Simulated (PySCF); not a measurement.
Protonation sites of `F[Si](F)(F)F` (F4Si)

System: `F[Si](F)(F)F` (F4Si). Non-hydrogen atoms are numbered in `[F:1][Si:2]([F:3])([F:4])[F:5]`.

These are calculated values, ωB97X-D3(BJ)/def2-TZVP in PySCF (grid level 2) at geometries from PBE0-D3(BJ)/def2-SVP. Thermal corrections: PBE0-D3(BJ)/def2-SVP frequencies, unscaled, ideal gas at 298.15 K and 1 bar, quasi-RRHO entropy.

```tsv
site	product	PA / kcal/mol	GB / kcal/mol
F1 (fluorine)	F[Si](F)(F)[FH+]	117.5	113.1
```

PA is −ΔH and GB is −ΔG of B + H⁺ → BH⁺ in the gas phase. Sites whose products fell apart, merged with another or lost in a GFN2-xTB screen aren't listed.

In DMSO the product from F1 is solvated 69.0 kcal/mol more strongly than the parent (electrostatics only).

In dichloromethane the product from F1 is solvated 62.3 kcal/mol more strongly than the parent (electrostatics only).

Measured values (NIST Chemistry WebBook, evaluated or the median of agreeing entries): proton affinity (−ΔH) 503 kJ/mol (computed 492, difference -11); gas-phase basicity (−ΔG) 477 kJ/mol (computed 473, difference -3).

Differences come from unrounded values, so a last digit can differ from that of the printed terms.
